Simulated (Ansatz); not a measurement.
**Abstraction of H: C3H9B + B(CH2)(CH3)(SH) → C3H8B + B(CH3)2(SH)**

Species: C3H9B `CBCC`, singlet; B(CH2)(CH3)(SH), doublet; C3H8B `C[B]CC`, doublet; B(CH3)2(SH), singlet. A radical takes H: the energy is the difference in strength between the B–H bond broken and the C–H bond made.

Shapes, held fixed at every level: PBE0-D4/def2-TZVP. Flexible molecules stand in one conformer, not always the lowest. Programs: Ansatz 0.2.0. Electronic energies: no zero-point or thermal term.

```
                level                   kind  ΔE (kJ/mol)  less CCSD(T)/CBS estimate
          HF/def2-SVP           Hartree–Fock        +39.7                      +13.2
        HF/def2-TZVPP           Hartree–Fock        +41.7                      +15.2
     SPW92/def2-TZVPP                    LDA        +13.3                      -13.2
r2SCAN0-D4/def2-TZVPP          global hybrid        +25.3                       -1.2
     CCSD(T)/def2-SVP  coupled cluster or CI        +25.6                       -0.9
        CCSD/def2-SVP  coupled cluster or CI        +27.5                       +1.0
 CCSD(T)/CBS estimate  coupled cluster or CI        +26.5                        0.0
```

The highest level, CCSD(T)/CBS estimate, gives ΔE = +26.5 kJ/mol; the levels span +13.3 to +41.7. The column of differences is taken from that level and isn't an error. No measured value is set beside it here. Open shells run unrestricted unless RO is named. The CBS estimate extrapolates MP2 from def2-TZVPP and def2-QZVPP and adds CCSD(T) − MP2 in the triple-zeta set, cores frozen.
